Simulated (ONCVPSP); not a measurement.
**Transferability test, ONCV potential for antimony**

antimony, optimised norm-conserving Vanderbilt (ONCV), made with ONCVPSP 4.0.1 (PBE, scalar-relativistic). Core [Kr], reference 4d10 5s2 5p3. Waves: 5s: rc 1.80 bohr, ncon 4, nbas 8, qcut 2.8 1/bohr, 2 projectors, debl 3.3 Ha; 5p: rc 2.50 bohr, ncon 4, nbas 7, qcut 3.1 1/bohr, 2 projectors, debl 1.2 Ha; 4d: rc 1.30 bohr, ncon 5, nbas 9, qcut 11.3 1/bohr, local. Local part: the d channel. Core correction: none.

Energies are relative to the spin-unpolarised reference configuration 4d10 5s2 5p3; without spin polarisation the order of configurations can differ from experiment.

```tsv
valence configuration	charge	ΔE all-electron (eV)	error AE − PS (meV)
4d10 5s2 5p1	+2	24.286	-11
4d10 5s2 5p0	+3	48.699	-21
4d10 5s0 5p5	0	16.431	+18
```

(1) What are ΔE and the potential's error for 4d10 5s2 5p2?

Levels in the configuration 4d10 5s2 5p1:

```
level  all-electron (eV)  pseudo (eV)
   4d            -51.858      -51.778
   5s            -29.417      -29.419
   5p            -20.082      -20.086
```

Note: ghosts flagged at negative energy: s at -95.2 eV, p at -12.9 eV; no localised positive-energy state flagged. A true bound ghost makes a file unfit for plane-wave use.

## Answers

(1) ΔE = 8.317 eV all-electron; the error (AE − PS) is -3.0 meV.
